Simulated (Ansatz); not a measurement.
Calculated with Ansatz (gas phase, PBE0-D4/def2-TZVP geometries, no zero-point term in ΔE). CCSD(T)/CBS adds triple-zeta CCSD(T) − MP2 to the extrapolated MP2 energy (def2 sets, frozen cores). This one scheme is used for every species. DFT in def2-TZVPP. One conformer a species, not always the lowest.

`O[SiH]([SiH3])O[SiH3]` + dimethylamine → `CN(C)[SiH3]` + `O[SiH](O)[SiH3]`  (ligand exchange at the Si–O bond)

(1) Is it downhill or uphill in electronic energy at CCSD(T)/CBS, and by how much? (Estimate.)

(2) What do these levels give: revPBE-D4, BHLYP-D4, PBE-QIDH, PBE, BLYP, BHLYP, CAM-B3LYP, HF/def2-SVP, CCSD(T)/def2-TZVPP, HF/def2-QZVPP, MP2/def2-QZVPP, HF/CBS(def2)? (An estimate is asked.)

Largest T1 diagnostic among the species: 0.013.

Answers

(1) Ansatz gave: Uphill: ΔE = +57.6 kJ/mol.

(2) The calculation gave: revPBE-D4 47.0, BHLYP-D4 65.0, PBE-QIDH 55.1, PBE 49.8, BLYP 57.5, BHLYP 64.2, CAM-B3LYP 59.6, HF/def2-SVP 67.0, CCSD(T)/def2-TZVPP 56.7, HF/def2-QZVPP 74.9, MP2/def2-QZVPP 55.3, HF/CBS(def2) 75.1 kJ/mol.

At CCSD(T), def2-SVP lies −4.5 kJ/mol from the extrapolated value and def2-TZVPP −0.9 kJ/mol. From BLYP to BHLYP (50 % exact exchange), in def2-TZVPP and without D4, ΔE moves by +6.7 kJ/mol.
